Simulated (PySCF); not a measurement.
## Trend along the fourth-period p block: MF molecules

HF with double-zeta basis sets in PySCF, for the lowest determinant that a PBE0 search found; no spin–orbit coupling. De refers to high-spin ground-configuration atoms. A positive dipole means M(−)F(+).

| M | basis | reference | state (unpaired electrons) | Re (Å) | ωe (cm⁻¹) | De (eV) | μ (D) |
| --- | --- | --- | --- | --- | --- | --- | --- |
| Ga | def2-SVP | RHF | singlet (closed shell) | 1.768 | 677 | 4.17 | -2.04 |
| Ge | def2-SVP | UHF | doublet (π ↑) | 1.744 | 710 | 3.22 | -2.13 |
| As | def2-SVP | UHF | triplet (π ↑↑) | 1.735 | 732 | 2.00 | -2.18 |
| Se | def2-SVP | UHF | doublet (π ↑) | 1.732 | 746 | 1.08 | -2.12 |
| Br | def2-SVP | RHF | singlet (closed shell) | 1.742 | 751 | 0.24 | -1.95 |

The shortest bond is that of SeF (1.732 Å), the longest that of GaF (1.768 Å). GaF is bound most strongly (4.17 eV) and BrF least (0.24 eV).

The state changes along the series, so neighbouring rows are not always alike in their bonding.

Where the molecule has an RHF reference, its open-shell atoms are computed with UHF. Hartree–Fock leaves out correlation, which carries a large part of most bond energies and some tenths to 1 eV of ionisation energies. States were picked by a PBE0 search and need not be the measured ground states.
